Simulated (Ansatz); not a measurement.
System: ZrH2, charge 0, multiplicity 1. This is an excited singlet: at this geometry the triplet lies 0.18 eV lower at CCSD(T)/CBS(def2-TZVPPD,def2-QZVPPD). SMILES: [ZrH2]
Coordinates optimised at B3LYP-D3(BJ)/def2-TZVP (Ansatz, a first-principles code):
```xyz
3

Zr     0.0018     0.0025    -0.0440
H      1.5340    -0.0629     0.9423
H     -1.6052    -0.0361     0.8168
```

Q: Give the harmonic wavenumbers at B3LYP-D3(BJ)/def2-TZVP (Ansatz, finite differences of forces, unscaled).

A: 647, 1693, 1698 cm⁻¹. Zero-point energy 5.8 kcal/mol.

Q: From these and the geometry, give the ideal-gas thermochemistry at 298.15 K and 1 atm (rigid rotor, harmonic oscillator).

A: Point group C2v, rotational symmetry number 2. Rotational constants 299, 101.6, 75.82 GHz. S(trans) 39.51, S(rot) 14.22, S(vib) 0.39, S(elec, spin only) 0.00, S 54.1 cal/(mol K). H(298) - H(0) 2.46 kcal/mol; G - E(el) -7.9 kcal/mol.
